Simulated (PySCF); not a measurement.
CH3Br3Si, SMILES C[Si](Br)(Br)Br (PBE0/def2-SVP optimised geometry):

```
8

C      1.124    -0.523     0.000
Si    -0.731    -0.523     0.000
Br    -1.498     1.558     0.000
Br    -1.498    -1.563    -1.803
Br    -1.497    -1.565     1.802
H      1.498    -0.005     0.896
H      1.497    -1.558     0.001
H      1.497    -0.007    -0.897
```

Method: PySCF with PBE0/def2-TZVP.

Question: What are the frontier orbital energies and the dipole moment?

Answer: HOMO-2 -8.69 eV, HOMO-1 -8.68 eV, HOMO -8.40 eV, LUMO -0.89 eV, LUMO+1 0.32 eV; dipole moment 1.88 D.

On the same geometry PBE/def2-TZVP (PySCF) gives HOMO-2 -7.39 eV, HOMO-1 -7.39 eV, HOMO -7.11 eV, LUMO -1.78 eV, LUMO+1 -0.57 eV; dipole moment 1.81 D.

Meta-Löwdin charges at PBE0/def2-TZVP: C1 -0.61, Si2 0.87, Br3 -0.24, Br4 -0.24, Br5 -0.24, H6 0.15, H7 0.15, H8 0.15.
